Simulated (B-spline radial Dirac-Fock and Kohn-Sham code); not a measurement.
What relativity does to the binding energies of Zr¹²⁺

System: zirconium as Zr¹²⁺, [Ar] 3d10.

Both columns are ΔSCF binding energies of the configuration average from a B-spline atomic structure program: non-relativistic Hartree-Fock with a point nucleus, and Dirac-Fock with a finite nucleus and the Coulomb interaction alone, averaged over the two j levels with weights 2j+1.

```csv
shell,Hartree-Fock (eV),Dirac-Fock (eV),shift (eV),shift (%)
1s,17904.4,18308.0,+403.60,+2.25
2s,2703.1,2798.5,+95.38,+3.53
2p,2486.9,2512.7,+25.81,+1.04
3s,660.0,678.9,+18.97,+2.87
3p,577.7,583.5,+5.86,+1.01
3d,428.7,426.8,-1.91,-0.45
```

Relativity binds 1s, 2s, 2p, 3s, 3p more strongly, among those listed most of all 2s in relative terms, and 3d more weakly, because the contracted s and p shells screen the nucleus better.

Values without a named source are computed, but for edge energies of neutral atoms, which are taken from tables.
